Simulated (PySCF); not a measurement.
**SbI, PBE0: how much the basis matters**

PySCF, UKS reference; triplet, unpaired electrons π ↑↑; De to Sb + I without counterpoise correction.

| basis | relativity | functions | Re (Å) | ωe (cm⁻¹) | De (eV) | μ (D) |
| --- | --- | --- | --- | --- | --- | --- |
| def2-SVP | scalar-relativistic core potentials | 52 | 2.704 | 209 | 2.33 | -1.67 |
| cc-pVTZ-PP | scalar-relativistic core potentials | 78 | 2.688 | 211 | 2.41 | -1.46 |
| def2-TZVPP | scalar-relativistic core potentials | 100 | 2.683 | 210 | 2.42 | -1.44 |

How does each smaller set differ from the one with most functions, def2-TZVPP?

def2-SVP: +2.1 pm, -0.5 % in ωe, -0.09 eV in De; cc-pVTZ-PP: +0.5 pm, +0.5 % in ωe, -0.01 eV in De. All at PBE0; the set with most functions is neither the basis-set limit nor always the best.

A positive dipole means Sb(−)I(+). Spin–orbit coupling is left out, which matters for elements this heavy, above all for dissociation energies. The state is the lowest determinant that a PBE0 search found; another state may lie lower at other levels.
